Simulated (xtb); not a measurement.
xtb input:

```bash
xtb mol.xyz --gfn 2 --ohess tight --chrg -1 --uhf 0
```
mol.xyz:
```
13

Si    -0.10450341     0.14073165    -0.12432058
C      1.69278050    -0.17043100    -0.34997280
N     -0.73400306    -0.96965371     1.21682011
N     -1.04231384    -0.14638513    -1.59942042
N     -0.34071868     1.86506732     0.42108539
H      2.25317064     0.01727319     0.63607636
H      1.84920461    -1.27898766    -0.62056236
H     -0.21274219    -0.79176249     1.99974682
H     -0.59726175    -1.92227667     0.90732553
H     -2.07064353    -0.06161629    -1.41391219
H     -0.87456837    -1.19943126    -1.81273346
H      0.20461335     2.01915985     1.22218714
H      0.03790384     2.45874357    -0.35889304
```

### Question
Which total energy does the run end on?

### Answer
-16.85116 Eh (GFN2-xTB).

It need not be the lowest isomer of its formula. Whether it binds its extra electron was not tested at this geometry.
